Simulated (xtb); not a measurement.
C$_{3}$H$_{7}$O, doublet, from a rough starting geometry; GFN2-xTB (xtb 6.7.1).

Here is a job for xtb.
```
$ xtb mol.xyz --gfn 2 --uhf 1 --opt vtight --json

# file mol.xyz
11

O     -0.15021304     1.60158792    -0.27021122
C     -0.18195309     0.22717108     0.25763949
H      0.67896257     1.98224051    -0.00404900
H     -0.13480932     0.29287895     1.30682308
C     -1.42526037    -0.34275971    -0.22903893
C      1.06108882    -0.54039902    -0.25806148
H      1.03941855    -0.57295457    -1.27894974
H     -2.33448242     0.20885650     0.11223335
H      1.98745645    -0.04377122     0.06398430
H     -1.55914548    -1.33459414     0.19940448
H      1.01706355    -1.58102752     0.15767733
```

Output, abridged:

```
   ID    Z sym.   atoms
    1    8 O      1
    2    6 C      2, 5, 6
    3    1 H      3, 4, 7-11

           -------------------------------------------------
          |                Calculation Setup                |
           -------------------------------------------------

           -------------------------------------------------
          |                 G F N 2 - x T B                 |
           -------------------------------------------------

          ...................................................
          :                      SETUP                      :
          :.................................................:
          :  # basis functions                  23          :
          :  # atomic orbitals                  23          :
          :  # shells                           15          :
          :  # electrons                        25          :
          :  max. iterations                   250          :
          :  Hamiltonian                  GFN2-xTB          :
          :  restarted?                      false          :
          :  GBSA solvation                  false          :
          :  PC potential                    false          :
          :  electronic temp.          300.0000000     K    :
          :  accuracy                    1.0000000          :
          :  -> integral cutoff          0.2500000E+02      :
          :  -> integral neglect         0.1000000E-07      :
          :  -> SCF convergence          0.1000000E-05 Eh   :
          :  -> wf. convergence          0.1000000E-03 e    :
          :  Broyden damping             0.4000000          :
          :  net charge                          0          :
          :  unpaired electrons                  1          :
          ...................................................

 iter      E             dE          RMSdq      gap      omega  full diag
   1    -14.0791610 -0.140792E+02  0.385E+00    9.25       0.0  T
   2    -14.1027806 -0.236196E-01  0.212E+00    9.11       1.0  T
   3    -14.1032044 -0.423811E-03  0.810E-01    9.30       1.0  T
   4    -14.1038933 -0.688864E-03  0.185E-01    9.10       1.0  T
   5    -14.1039783 -0.850340E-04  0.726E-02    9.14       1.0  T
   6    -14.1039800 -0.173260E-05  0.121E-02    9.14       2.5  T
   7    -14.1039801 -0.976722E-07  0.331E-03    9.14       9.1  T
   8    -14.1039801 -0.251928E-07  0.137E-03    9.14      22.0  T
   9    -14.1039801 -0.154607E-08  0.333E-04    9.14      90.6  T
  10    -14.1039801 -0.695781E-10  0.135E-04    9.14     224.1  T

   *** convergence criteria satisfied after 10 iterations ***

         :::::::::::::::::::::::::::::::::::::::::::::::::::::
         ::                     SUMMARY                     ::
         :::::::::::::::::::::::::::::::::::::::::::::::::::::
         :: total energy             -13.936644019397 Eh    ::
         :: gradient norm              0.133336782125 Eh/a0 ::
         :: HOMO-LUMO gap              9.138495008844 eV    ::
         ::.................................................::
         :: SCC energy               -14.103977551365 Eh    ::
         :: -> isotropic ES            0.028774134640 Eh    ::
         :: -> anisotropic ES          0.004277562073 Eh    ::
         :: -> anisotropic XC          0.005146883632 Eh    ::
         :: -> dispersion             -0.004500245778 Eh    ::
         :: repulsion energy           0.167333531968 Eh    ::
         :: add. restraining           0.000000000000 Eh    ::
         :: total charge               0.000000000000 e     ::
         :::::::::::::::::::::::::::::::::::::::::::::::::::::

      -----------------------------------------------------------
     |                   =====================                   |
     |                        A N C O P T                        |
     |                   =====================                   |
     |               Approximate Normal Coordinate               |
[...]
 * total energy  :   -13.9593247 Eh     change       -0.3852575E-04 Eh
 * total energy  :   -13.9593656 Eh     change       -0.4091128E-04 Eh
 * total energy  :   -13.9594088 Eh     change       -0.4315414E-04 Eh
 * total energy  :   -13.9594331 Eh     change       -0.2428429E-04 Eh
 * total energy  :   -13.9594454 Eh     change       -0.1230587E-04 Eh
 * total energy  :   -13.9594543 Eh     change       -0.8949790E-05 Eh
 * total energy  :   -13.9594618 Eh     change       -0.7477192E-05 Eh
 * total energy  :   -13.9594735 Eh     change       -0.1166006E-04 Eh
 * total energy  :   -13.9594771 Eh     change       -0.3646847E-05 Eh
 * total energy  :   -13.9594784 Eh     change       -0.1277193E-05 Eh
 * total energy  :   -13.9594788 Eh     change       -0.3771419E-06 Eh
 * total energy  :   -13.9594789 Eh     change       -0.8784381E-07 Eh
   *** GEOMETRY OPTIMIZATION CONVERGED AFTER 29 ITERATIONS ***
         :: total energy             -13.959478861425 Eh    ::
[...]
        10        2.0000           -0.4607812             -12.5385
        11        2.0000           -0.4430137             -12.0550
        12        2.0000           -0.4138269             -11.2608
        13        1.0000           -0.3116545              -8.4806 (HOMO)
        14                          0.0490261               1.3341 (LUMO)
        15                          0.0945066               2.5717
        16                          0.1186376               3.2283
        17                          0.1471641               4.0045
        18                          0.1674072               4.5554
        19                          0.2014253               5.4811
        20                          0.2229205               6.0660
        21                          0.2368963               6.4463
        22                          0.2915985               7.9348
        23                          0.3620115               9.8508
      -------------------------------------------------------------
                  HL-Gap            0.3606806 Eh            9.8146 eV
             Fermi-level           -0.2470275 Eh           -6.7220 eV

     #   Z          covCN         q      C6AA      α(0)
     1   8 O        1.657    -0.442    21.675     6.285
     2   6 C        3.723     0.135    18.496     6.142
     3   1 H        0.805     0.284     0.770     1.378
     4   1 H        0.921     0.026     2.649     2.545
     5   6 C        2.837    -0.122    31.080     9.136
     6   6 C        3.752    -0.116    22.789     6.808
     7   1 H        0.925     0.052     2.297     2.370
     8   1 H        0.927     0.061     2.181     2.310
     9   1 H        0.925     0.037     2.491     2.468
    10   1 H        0.926     0.039     2.456     2.450
    11   1 H        0.925     0.045     2.384     2.415

 Mol. C6AA /au·bohr⁶  :        865.219329
 Mol. C8AA /au·bohr⁸  :      18165.391479
 Mol. α(0) /au        :         44.306727

Wiberg/Mayer (AO) data.
largest (>0.10) Wiberg bond orders for each atom

 ---------------------------------------------------------------------------
     #   Z sym  total        # sym  WBO       # sym  WBO       # sym  WBO
 ---------------------------------------------------------------------------
     1   8 O    1.966 --     2 C    0.989     3 H    0.902
     2   6 C    3.957 --     5 C    1.087     1 O    0.989     6 C    0.952
                             4 H    0.924
     3   1 H    0.919 --     1 O    0.902
     4   1 H    0.998 --     2 C    0.924
     5   6 C    3.191 --     2 C    1.087    10 H    0.984     8 H    0.982
     6   6 C    3.991 --     7 H    0.987    11 H    0.986     9 H    0.984
                             2 C    0.952
     7   1 H    0.997 --     6 C    0.987
     8   1 H    0.996 --     5 C    0.982
     9   1 H    0.999 --     6 C    0.984
    10   1 H    0.998 --     5 C    0.984
    11   1 H    0.998 --     6 C    0.986
 ---------------------------------------------------------------------------

Topologies differ in total number of bonds
Writing topology from bond orders to xtbtopo.mol

molecular dipole:
                 x           y           z       tot (Debye)
 q only:        0.535      -0.258       0.131
   full:        0.783      -0.297       0.225       2.204
molecular quadrupole (traceless):
                xx          xy          yy          xz          yz          zz
 q only:        0.771       2.588      -0.473       0.015       0.406      -0.299
  q+dip:        0.929       3.915      -1.122       0.638       0.399       0.193
   full:        0.915       3.831      -0.854       0.286       0.526      -0.061

optimized geometry written to: xtbopt.xyz

           -------------------------------------------------
          | TOTAL ENERGY              -13.959478861425 Eh   |
          | GRADIENT NORM               0.000069617053 Eh/α |
          | HOMO-LUMO GAP               9.814618061662 eV   |
           -------------------------------------------------
```
